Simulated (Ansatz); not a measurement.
K5⁺, relaxed as a singlet with RKS PBE/def2-SVP in Ansatz, starting from the GFN2-xTB geometry. Force threshold 0.02 eV/Å.

The restricted singlet is unstable towards broken spin symmetry in Hartree–Fock (as tested in another run); at PBE/def2-SVP this wasn't settled. The structure comes from a short search, and lower isomers may exist.

Start:

```xyz
5

K    -1.6526    2.3311   -3.0265
K     0.2709   -3.3515    1.3652
K     1.9252    2.0600   -3.0317
K    -0.0214    0.5373    0.3335
K    -0.5221   -1.5768    4.3596
```

Problem. Estimate the energy that the relaxation releases and the steps that it takes.

Solution. 7.4 kcal/mol, in 7 steps; 12 s on 4 threads of Arm Neoverse V1 on a shared host. The force fell under the threshold at step 4, but the optimiser went on. No frequencies were taken in this run, so the end may be a saddle point.

Problem. Does the start keep its bonding?

Solution. By distances, no bond broke or formed. The bond that changes most is K2–K5, from 3.57 to 4.21 Å (atoms count from 1).

Problem. Predict the relaxed structure.

Solution. 
| atom | x (Å) | y (Å) | z (Å) |
| --- | --- | --- | --- |
| K1 | -1.961 | 2.470 | -3.223 |
| K2 | 0.324 | -3.812 | 1.260 |
| K3 | 2.228 | 2.168 | -3.141 |
| K4 | -0.041 | 0.592 | 0.492 |
| K5 | -0.550 | -1.418 | 4.612 |
Bond lengths (bridged metal pairs left out): 6 × K–K 4.20 to 4.61 Å.
